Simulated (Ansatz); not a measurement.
Ansatz (a first-principles code) input file for NbOBr2, SMILES [O]=[Nb]([Br])[Br] (connectivity only; charge and spin as stated), neutral, multiplicity 2, B3LYP-D3(BJ)/def2-SVP. 

Ansatz 0.2 input:
```yaml
crystal:
  periodic: [false, false, false]
  atoms:
    - {symbol: Nb, position_ang: [0.00000000, -0.00000000, -0.57881053]}
    - {symbol: O, position_ang: [-0.00000001, -0.00000001, -2.24486501]}
    - {symbol: Br, position_ang: [-0.00000000, -2.08731309, 0.59557360]}
    - {symbol: Br, position_ang: [-0.00000000, 2.08731309, 0.59557360]}
basis:
  gaussian:
    orbitals: def2-SVP
hamiltonian:
  xc: b3lyp
  dispersion: d3bj
magnetization: {spin_polarized: true, initial_magnetization: 1}
relax: {f_tol: 0.002, max_steps: 200}
```

It prints:

```
WARN ansatz: RAYON_NUM_THREADS=2 ignored (pool sized by the plan → 2); use --threads N
Functional definition: B3LYP
integrals: 0.06 GiB planned
1141 factors; integrals over basis functions are off by at most 1.8e-4 eV
mean field: 1.17 GiB planned
mean field evaluation 1: about -143669.7909 eV, gradient 4.6e1 eV
mean field evaluation 2: about -143515.3847 eV, gradient 1.7e2 eV
mean field evaluation 4: about -143675.8989 eV, gradient 1.8e1 eV
mean field evaluation 8: about -143677.7748 eV, gradient 3.9e-1 eV
mean field evaluation 16: about -143677.7757 eV, gradient 1.1e-4 eV
mean field -143677.77571596 eV, -5280.0608692675 hartree, gradient 2.2e-5 eV, S^2 0.754323; 1 other end points of the search recorded, 0 dependent functions left out
the calculation of the forces begins
reference -143677.77598504 eV, -5280.0608791559 hartree; 46, 45 occupied and 63, 64 virtual orbitals, 1141 factors
relax step   1: F+E_penalty+E_count = -143678.05025624 eV  Δ(F+E_penalty+E_count) = +0.000e0 eV  max|allowed force component| = 1.729e0 eV/Å  Δτ_max = 0.0000 Å  (49 SCF iters, accepted)
these checks for a lower state are left out or cut short: starts, cluster_reference, orbital_swaps, neighbouring_geometries, increment
integrals: 0.06 GiB planned
1141 factors; integrals over basis functions are off by at most 1.9e-4 eV
mean field: 1.17 GiB planned
mean field evaluation 32: about -143677.8686 eV, gradient 5.8e-3 eV
mean field -143677.86861393 eV, -5280.0642832048 hartree, gradient 1.3e-5 eV, S^2 0.755415; 0 other end points of the search recorded, 0 dependent functions left out
the calculation of the forces begins
reference -143677.86888611 eV, -5280.0642932073 hartree; 46, 45 occupied and 63, 64 virtual orbitals, 1141 factors
relax step   2: F+E_penalty+E_count = -143678.12952200 eV  Δ(F+E_penalty+E_count) = -7.927e-2 eV  max|allowed force component| = 5.880e-1 eV/Å  Δτ_max = 0.1756 Å  (41 SCF iters, accepted)
these checks for a lower state are left out or cut short: starts, cluster_reference, orbital_swaps, neighbouring_geometries, increment
integrals: 0.06 GiB planned
1141 factors; integrals over basis functions are off by at most 1.9e-4 eV
mean field: 1.17 GiB planned
mean field -143677.90270254 eV, -5280.0655359379 hartree, gradient 1.7e-5 eV, S^2 0.755070; 0 other end points of the search recorded, 0 dependent functions left out
the calculation of the forces begins
reference -143677.90297325 eV, -5280.0655458865 hartree; 46, 45 occupied and 63, 64 virtual orbitals, 1141 factors
relax step   3: F+E_penalty+E_count = -143678.16790232 eV  Δ(F+E_penalty+E_count) = -3.838e-2 eV  max|allowed force component| = 5.991e-2 eV/Å  Δτ_max = 0.0434 Å  (40 SCF iters, accepted)
these checks for a lower state are left out or cut short: starts, cluster_reference, orbital_swaps, neighbouring_geometries, increment
integrals: 0.06 GiB planned
1141 factors; integrals over basis functions are off by at most 1.9e-4 eV
mean field: 1.17 GiB planned
mean field -143677.90271316 eV, -5280.0655363282 hartree, gradient 2.0e-5 eV, S^2 0.755080; 0 other end points of the search recorded, 0 dependent functions left out
the calculation of the forces begins
reference -143677.90298387 eV, -5280.0655462769 hartree; 46, 45 occupied and 63, 64 virtual orbitals, 1141 factors
relax step   4: F+E_penalty+E_count = -143678.16793090 eV  Δ(F+E_penalty+E_count) = -2.858e-5 eV  max|allowed force component| = 1.651e-2 eV/Å  Δτ_max = 0.0004 Å  (35 SCF iters, accepted)
these checks for a lower state are left out or cut short: starts, cluster_reference, orbital_swaps, neighbouring_geometries, increment
integrals: 0.06 GiB planned
1141 factors; integrals over basis functions are off by at most 1.9e-4 eV
mean field: 1.17 GiB planned
mean field -143677.90272000 eV, -5280.0655365797 hartree, gradient 3.2e-5 eV, S^2 0.755086; 0 other end points of the search recorded, 0 dependent functions left out
the calculation of the forces begins
reference -143677.90299073 eV, -5280.0655465287 hartree; 46, 45 occupied and 63, 64 virtual orbitals, 1141 factors
relax step   5: F+E_penalty+E_count = -143678.16793365 eV  Δ(F+E_penalty+E_count) = -2.752e-6 eV  max|allowed force component| = 2.768e-3 eV/Å  Δτ_max = 0.0004 Å  (29 SCF iters, accepted)
these checks for a lower state are left out or cut short: starts, cluster_reference, orbital_swaps, neighbouring_geometries, increment
integrals: 0.06 GiB planned
1141 factors; integrals over basis functions are off by at most 1.9e-4 eV
mean field: 1.17 GiB planned
mean field -143677.90271278 eV, -5280.0655363145 hartree, gradient 2.6e-5 eV, S^2 0.755085; 0 other end points of the search recorded, 0 dependent functions left out
the calculation of the forces begins
reference -143677.90298351 eV, -5280.0655462635 hartree; 46, 45 occupied and 63, 64 virtual orbitals, 1141 factors
relax step   6: F+E_penalty+E_count = -143678.16793386 eV  Δ(F+E_penalty+E_count) = -2.058e-7 eV  max|allowed force component| = 6.596e-5 eV/Å  Δτ_max = 0.0003 Å  (29 SCF iters, accepted)
integrals: 0.06 GiB planned
1141 factors; integrals over basis functions are off by at most 1.9e-4 eV
mean field: 1.17 GiB planned
mean field evaluation 64: about -143669.5292 eV, gradient 4.7e1 eV
mean field -143677.90271278 eV, -5280.0655363145 hartree, gradient 2.6e-5 eV, S^2 0.755085; 2 other end points of the search recorded, 0 dependent functions left out
the calculation of the forces begins
reference -143677.90298351 eV, -5280.0655462635 hartree; 46, 45 occupied and 63, 64 virtual orbitals, 1141 factors
Total energy: -143678.16820459 eV, -5280.0752929583 hartree
Atom 0 at    -0.000000    -0.000000    -0.514280 Å, force     0.000000     0.000000     0.000043 eV/Å
Atom 1 at    -0.000000    -0.000000    -2.203573 Å, force    -0.000000    -0.000000    -0.000066 eV/Å
Atom 2 at     0.000000    -2.226419     0.542662 Å, force    -0.000000    -0.000018     0.000012 eV/Å
Atom 3 at     0.000000     2.226419     0.542662 Å, force    -0.000000     0.000018     0.000012 eV/Å
Dipole moment:    -0.000000     0.000000     0.243255 e Å
```

Self-consistency was reached.

Cost: about 80 core-seconds (a rough figure).
